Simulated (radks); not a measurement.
The numbers below are computed, except where a source is named.
Coulomb parameter of the 5d shell of neutral iridium in the model configuration [Xe] 4f14 5d7.5 6s1.5, as a second difference U = [E(n + 0.5) + E(n - 0.5) - 2 E(n)] / (0.5)^2 with all orbitals relaxed. "Bare": the charge of the atom changes with n. "Screened": the 6s shell takes up the change at fixed total charge, which measures U(5d,5d) + U(6s,6s) - 2 U(5d,6s). Code: a radial shooting solver on a logarithmic mesh with Libxc functionals. Model: scalar-relativistic Kohn-Sham, PBE, spin-unpolarised, spherical densities, finite nucleus; Fermi nuclear charge, rms radius 5.4032 fm.

\begin{tabular}{lrr}
case & configuration & E - E(n) (eV) \\ \hline
start & [Xe] 4f14 5d7.5 6s1.5 & 0.000 \\
bare +0.5 & [Xe] 4f14 5d8 6s1.5 & -2.030 \\
bare -0.5 & [Xe] 4f14 5d7 6s1.5 & 4.322 \\
screened +0.5 & [Xe] 4f14 5d8 6s1 & -0.051 \\
screened -0.5 & [Xe] 4f14 5d7 6s2 & 0.289 \\
\end{tabular}

U(bare) = 9.169 eV, U(screened by 6s) = 0.950 eV, against the Slater integral F0(5d,5d) = 14.187 eV with frozen orbitals. The step up makes a negative ion, whose loosely bound charge lowers the bare value.
